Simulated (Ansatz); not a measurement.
Energy needed to pull apart BGeH4 (SMILES [BH][GeH3]), doublet, into free ground-state atoms, from the structure below (displaced at random from a GFN2-xTB minimum); no zero-point or spin–orbit terms; open-shell atoms are treated unrestricted, in their ground-state multiplicity.

```xyz
6
angstrom
B 0.6823 -0.9211 0.6421
Ge -0.2986 0.3003 -0.2797
H 1.3107 -2.0761 0.4183
H -1.6041 -0.2208 -0.9622
H 0.5650 1.0612 -1.1613
H -1.1151 1.4041 0.7989
```

Ansatz 0.2.0; basis: def2-TZVPP; cores frozen in the correlated methods; orbitals are unrestricted. Filled d shells of the heavier atoms are correlated. The def2 sets are not built for correlating such inner shells, so the correlated values are less sure here.

```
      method  atomization energy (kcal/mol)
      PBE-D4                          333.0
   revPBE-D4                              ?
   r2SCAN-D4                          339.4
     PBE0-D4                          331.3
CAM-B3LYP-D4                          334.7
     wB97M-V                              ?
          HF                          245.3
         MP2                          320.0
        CCSD                          322.4
     CCSD(T)                          325.5
```

Question: What does revPBE-D4 give? (To be estimated.)

Answer: The calculation gives: 326.5 kcal/mol, which is about 1.0 kcal/mol more than CCSD(T)/def2-TZVPP.

Question: What does wB97M-V give? (Judge from chemistry; the value comes from the calculation.)

Answer: By the calculation: 328.8 kcal/mol, which is about 3.3 kcal/mol more than CCSD(T)/def2-TZVPP.

In triple zeta the MP2 and coupled-cluster atomization energies are still short of their basis limit by a few kcal/mol a bond, whereas those of the functionals are nearly converged, so these differences are not deviations from converged CCSD(T).

T1 diagnostic: at most 0.016. ⟨S²⟩ of the unrestricted Hartree–Fock references: 0.76 (a pure state has 0.75).

For scale, one of the runs: CCSD(T)/def2-TZVPP forces, 135 basis functions (an equivalent command: `ansatz run in.yaml --threads 4`). The run took 2.1 min on 4 CPU threads (shared host), with 2.9 GiB of host memory at its peak.
